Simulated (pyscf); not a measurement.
`[ZnH2]` + `[OH][SiH3]` -> `[ZnH2]` + `[OH][SiH3]` (four-centre exchange; singlet surface; H–Zn, H–Si broken, H–Zn, H–Si formed). PySCF, gas phase, ωB97X-D3(BJ)/def2-SVP geometries. Energies in kJ/mol from the separated reactants.

```
level                   barrier  reaction energy
----------------------  -------  ---------------
ωB97X-D3(BJ)/def2-TZVP     82.2              0.0
r²SCAN/def2-TZVP           81.5              0.0
B3LYP-D3(BJ)/def2-TZVP    108.1              0.0
PBE0-D3(BJ)/def2-TZVP      84.4              0.0
ωB97M-D3(BJ)/def2-TZVP        ?              0.0
HF/def2-TZVP                  ?              0.0
```

**Question.** Complete the blanks.

**Answer.** 
- ωB97M-D3(BJ)/def2-TZVP, barrier: 101.6
- HF/def2-TZVP, barrier: 155.9

The functionals in the table span 26.6 kJ/mol in this barrier, from r²SCAN to B3LYP-D3(BJ). On the reactant side the descent ends in an adduct with a O–Zn contact, 35.9 kJ/mol under the separated species and 118.1 kJ/mol under the saddle at ωB97X-D3(BJ)/def2-TZVP. On the product side the descent ends in an adduct with a O–Zn contact (not fully relaxed), 36.0 kJ/mol under the separated species and 118.2 kJ/mol under the saddle at ωB97X-D3(BJ)/def2-TZVP. At the saddle there is also a short Si–Zn contact that neither side keeps. This is the saddle that the search found; another between the same sides may lie lower. Elements up to Kr have no core potential and no relativistic terms here.
